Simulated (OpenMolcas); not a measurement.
## Pt3+: moving or changing the point charges

Pt3+ among 6 point charges of -1.7 e arranged as an octahedron (Oh), 2.21 Å from the ion.
```
   2.2100    0.0000    0.0000  -1.70
   0.0000    2.2100    0.0000  -1.70
  -2.2100    0.0000    0.0000  -1.70
   0.0000   -2.2100    0.0000  -1.70
   0.0000    0.0000    2.2100  -1.70
   0.0000    0.0000   -2.2100  -1.70
```

```
Program             : OpenMolcas
Method              : SS-CASPT2, IPEA 0.25 Eh, imaginary shift 0.1 Eh (closed shells correlated: 5s 5p)
Basis               : ANO-RCC-VDZP [7s6p4d2f]
Scalar Hamiltonian  : DKH2, point nucleus
Active space        : 7 electrons in 5 orbitals (5d)
State averaging     : 2S+1 = 4 even, 10 roots; 2S+1 = 2 even, 40 roots
Spin-orbit coupling : state interaction with AMFI integrals over the reference wave functions
```

Runs around this geometry, states (labels of O, the rotations of Oh). Energies in cm-1 above the lowest state or level, χT in cm3 K/mol; under a threefold ground state the first gap can be a small split of the lowest multiplet, not the spin-orbit step; 10Dq and B are least-squares fits to the states below 45000 cm-1, weighted by degeneracy, with a free offset, and given where the rms deviation is under 5 % of |10Dq| (or 100 cm-1) and under 700 cm-1.

| R (Å) | q (e) | Ground state | First state of that spin | 10Dq | B (rms of fit) | First gap with spin-orbit (degeneracies) | χT at 300 K | First state of another spin |
| --- | --- | --- | --- | --- | --- | --- | --- | --- |
| 1.99 | -0.85 | 4T1 | 4T2 4430 |  |  | 780 (2, 4) | 3.659 | 2E 11460 |
| 1.82 | -1.7 | 4T1 | 4T2 14500 | 15235 | 741 (475) | 71 (4, 2) | 2.577 | 2E 2370 |
| 2.21 | -1.7 | 4T1 | 4T2 5820 |  |  | 910 (2, 4) | 3.455 | 2E 10470 |

Taking the first state of the same spin as R^-n, n = -ln(5820 / 14500) / ln(2.21 / 1.82) = 4.7 between the shortest and longest distance.

Roots that are degenerate in the reference are averaged as groups; the widest CASPT2 spread within a group is 210 cm-1 (the 3-fold group of multiplicity 4 near 14500 cm-1 above the lowest state of its run, R = 1.82, q = -1.7). Shifts and gaps below about the spread of the groups concerned are not significant. This shell can be high or low spin here, a state of another spin lies low, and with metal d orbitals alone active their balance is uncertain, so the ground spin may be wrong. Point charges give a weaker field than real ligands, and real ions of this kind are as a rule low spin; the high spin found here belongs to the model. Free-ion shares, where given, are those of the reference states; single-state CASPT2 does not remix them. This field is weak: 10Dq is about 5087 cm-1, while octahedral complexes of 5d ions of charge 3 and more, computed by the same method with explicit ligands, had a median near 35000 cm-1. Ground spin and moment need not be those of a real site (figures for R = 1.99, q = -0.85; the like holds for R = 1.82, q = -1.7, R = 2.21, q = -1.7). An orbital triplet at a regular site is open to Jahn-Teller coupling, which can distort the site and quench the lowest spin-orbit gaps and is left out (holds for R = 1.99, q = -0.85; R = 2.21, q = -1.7). Spin-orbit coupling mixes the spin-free states strongly: the lowest level takes only 53 % from its leading state, 4T1 (holds for R = 1.82, q = -1.7). This is an electrostatic model: the charges have no orbitals. No measured value stands beside these numbers.
